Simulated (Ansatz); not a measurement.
Molecule: C2H9P2Si, net charge 0, doublet state. SMILES: C[Si](C)([PH])P
Coordinates optimised at B3LYP-D3(BJ)/def2-TZVP (Ansatz, a first-principles code):
```
Si
C 1 1.8777
H 2 1.0914 1 111.21
H 2 1.0920 3 108.12 1 -121.82
H 2 1.0921 3 107.90 4 -116.74
C 1 1.8793 2 110.89 3 -179.29
H 6 1.0909 1 111.22 2 177.71
H 6 1.0918 7 108.03 1 -121.56
H 6 1.0925 7 108.26 8 -116.98
P 1 2.2500 2 109.49 3 55.25
H 10 1.4243 1 91.99 2 169.61
P 1 2.2812 2 107.14 3 -62.50
H 12 1.4183 1 95.46 2 72.59
H 12 1.4184 13 94.07 1 -95.95
```
Charge 0, spin multiplicity 2.

Property: enthalpy of formation at 298 K, in kcal/mol. Terms: UHF or UKS for open shells; no spin-orbit coupling; frozen cores in correlated levels; 6-311+G** with 5d, 6d on Na to Ar in Ansatz; 6-31G* and kin with 6d, 5d where marked; non-relativistic; LANL2DZ with its own core potentials from Na on. CBS(X,Y): correlation extrapolated as X^-3; Hartree-Fock from the larger set. Ab initio and DFT rows: single points at B3LYP-D3(BJ) geometries (Ansatz), with unscaled harmonic terms from B3LYP/6-31G* (Ansatz) at its own minima, enthalpies of formation by atomisation with measured atoms.

Coupled cluster (Ansatz) is a level with limits of its own, used here on species with T1 under 0.025 (0.045 for open shells) and stable references: CCSD(T)/CBS(cc-pV(T+d)Z,cc-pV(Q+d)Z).

Value to compare with, CCSD(T)/CBS(cc-pV(T+d)Z,cc-pV(Q+d)Z) (Ansatz): 4.4 kcal/mol.

```tsv
level	program	enthalpy of formation at 298 K (kcal/mol)	difference
HF/STO-3G	Ansatz	42.8	38.4
HF/3-21G	Ansatz	389.2	384.8
HF/LANL2DZ	Ansatz	392.0	387.6
HF/6-31G*	Ansatz	314.5	310.1
HF/6-311+G**	Ansatz	311.0	306.6
```

Among the 5 habitual levels, HF/LANL2DZ lies farthest from CCSD(T)/CBS(cc-pV(T+d)Z,cc-pV(Q+d)Z) (Ansatz) (387.6 kcal/mol) and HF/STO-3G nearest (38.4); 5 of 5 lie above it, and their mean absolute difference is 285.5 kcal/mol, the median 310.1. One case shows no general order.

The sets are all those run for this method; left out are runs that failed, that the program found above a lower state of the same kind, or whose <S^2> lies over 0.5 above the pure value.
